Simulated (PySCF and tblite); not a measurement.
Results of a calculation; reference values are marked as such.
2 diastereomers of C₅H₁₀Br₂, numbered alike:

```tsv
isomer	SMILES	descriptors (one enantiomer)	sequence (m meso, r racemo)
A	[CH3:1][C@@H:2]([Br:3])[CH2:4][C@H:5]([CH3:6])[Br:7]	2R, 5S	m
B	[CH3:1][C@H:2]([Br:3])[CH2:4][C@H:5]([CH3:6])[Br:7]	2S, 5S	r
```

Protocol: conformer search, at most 7 conformers an isomer, GFN2-xTB geometries, energies PBE0/pcSseg-1 (D3(BJ) added where defined), weights at 298.15 K with GFN2-xTB thermal terms. Programs: PySCF with density fitting and tblite.

Q: Rank the isomers by free energy at 298.15 K.

A: 
| isomer | ΔG (kcal/mol) | ΔE, lowest conformer | conformers | largest weight % | rms dipole (D) |
| --- | --- | --- | --- | --- | --- |
| B | 0.0 | 0.0 | 3 | 99 | 2.31 |
| A | 0.3 | 1.2 | 3 | 94 | 2.41 |

ΔG is for one enantiomer.

Q: If they could interconvert freely, what would the mixture hold (chiral isomers as racemates)?

A: B 77 %, A 23 %. A racemate gains RT ln 2.
